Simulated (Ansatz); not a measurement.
FO₂W (SMILES [O]=[W](=[O])[F]), doublet, geometry from GFN2-xTB (such geometries of metal compounds can be far from the true shape) (the multiplicity is a formal guess) (core potentials on W). Base run: Ansatz (a program for electronic structure) with PBE0/def2-SV(P).

Geometry (Å):
```xyz
4

W      0.0318     0.0381     0.0466
O      1.5549    -0.4456    -0.5133
O     -0.6062    -0.8800     1.3182
F     -1.1050     0.8652    -1.0986
```
Charge 0, spin multiplicity 2.
Orbitals are unrestricted.
All else is at Ansatz's defaults.

The base run was repeated with changes; each row names its change, and settings that it needs were set with it.

```
change                                                                basis functions        E (Eh)
--------------------------------------------------------------------  ---------------  ------------
base                                                                               67    -316.98313
basis = x2c-TZVPall; relativity = spin-free X2C                                   174  -16395.85289
basis = x2c-SVPall; relativity = spin-free X2C; nucleus = Gaussian                108  -16392.79769
basis = ANO-RCC-VDZP; relativity = spin-free X2C                                  110  -16395.65910
basis = x2c-TZVPall; relativity = none                                            174  -15067.45329
basis = ANO-RCC-VDZP; relativity = none                                           110  -13740.56434
basis = x2c-SVPall; relativity = spin-free X2C                                    108  -16394.68453
basis = ANO-RCC-VDZP; relativity = spin-free X2C; nucleus = Gaussian              110  -16393.36629
basis = x2c-SVPall; relativity = none                                             108  -13902.74325
basis = x2c-TZVPall; relativity = spin-free X2C; nucleus = Gaussian               174  -16393.90023
```

Total energies compare only within one method and basis.

Ansatz warned in this series: the basis is contracted for relativity, which the run leaves out.

Basis sets contracted for a relativistic Hamiltonian are a mismatch without it, so the rows without relativity aren't non-relativistic limits. No row has spin-orbit coupling; sets with core potentials leave out the core electrons.
